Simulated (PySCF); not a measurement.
pyrazole cation (C₃H₄N₂), SMILES c1cn[nH]c1 (connectivity only; charge and spin as stated), charge +1, multiplicity 2. Atoms are numbered in the order given.

```xyz
9

C      1.0972     0.5079     0.0000
C     -0.1612     1.1814     0.0000
N     -1.1513     0.3249     0.0000
N     -0.5627    -0.9396     0.0000
C      0.7391    -0.9091     0.0000
H      2.1068     0.9255     0.0000
H     -0.3541     2.2559     0.0000
H     -1.1763    -1.7583     0.0000
H      1.3716    -1.8013     0.0000
```
Charge +1, spin multiplicity 2.

Geometry optimised at ωB97X-D3(BJ)/def2-SVP. The spin state was assumed, not searched.

Level of theory: PBE/def2-TZVP (PySCF).

Gas-phase values at a fixed geometry.

```yaml
total_energy: -225.67989 hartree
point_group: Cs
"α spin, highest occupied and lowest empty level": -13.38 and -7.86 eV
"β spin, highest occupied and lowest empty level": -13.19 and -12.26 eV
dipole_moment_about_the_centre_of_nuclear_charge: 3.04 D
mean_static_polarisability: 39.8 bohr³ (5.90 Å³)
polarisability_principal_values: 24.4, 46.8, 48.2 bohr³
"⟨S²⟩": 0.759 (pure state 0.75)
```
